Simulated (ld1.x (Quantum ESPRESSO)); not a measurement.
**u(r) = r·R(r): atom against pseudo-atom (Si (Z = 14))**

Columns: radius, all-electron u(r) and pseudo u(r) of the 3s shell (level -10.64 eV) of silicon in the configuration [Ne] 3s2 3p2; BLYP, non-relativistic, TM scheme, ld1.x (Quantum ESPRESSO) 7.5.

| r (bohr) | all-electron | pseudo |
| --- | --- | --- |
| 0.100 | 0.1258 | 0.0341 |
| 0.200 | -0.1309 | 0.0682 |
| 0.300 | -0.3036 | 0.1024 |
| 0.400 | -0.3424 | 0.1367 |
| 0.500 | -0.2836 | 0.1717 |
| 0.600 | -0.1695 | 0.2084 |
| 0.700 | -0.0313 | 0.2487 |
| 0.800 | 0.1108 | 0.2948 |
| 0.900 | 0.2447 | 0.3489 |
| 1.000 | 0.3640 | 0.4118 |
| 1.100 | 0.4658 | 0.4815 |
| 1.200 | 0.5494 | 0.5522 |
| 1.300 | 0.6155 | 0.6156 |
| 1.400 | 0.6656 | 0.6656 |
| 1.500 | 0.7012 | 0.7012 |
| 1.600 | 0.7242 | 0.7242 |
| 1.700 | 0.7360 | 0.7360 |
| 1.800 | 0.7383 | 0.7383 |
| 1.900 | 0.7326 | 0.7326 |
| 2.000 | 0.7205 | 0.7205 |
| 2.100 | 0.7033 | 0.7033 |
| 2.200 | 0.6820 | 0.6820 |
| 2.300 | 0.6577 | 0.6577 |
| 2.400 | 0.6313 | 0.6313 |
| 2.500 | 0.6035 | 0.6035 |
| 2.600 | 0.5747 | 0.5747 |

(1) How many radial nodes do the two functions have?

(2) At about which radius was the pseudo-wave matched?

(3) Where does each function peak?

(4) Is the pseudo-wave norm-conserving?

Answers

(1) The all-electron 3s function has n − l − 1 = 2; the pseudo-wave has 0, since the states of the same l below it are removed with the core.

(2) 1.40 bohr, where the columns begin to agree (steps of 0.10 bohr).

(3) Outermost all-electron maximum near 1.80 bohr, pseudo maximum near 1.80 bohr (to the table’s step).

(4) Yes: the TM scheme keeps the norm inside the radius equal to the all-electron one, which fixes the energy derivative of the logarithmic derivative at the level.
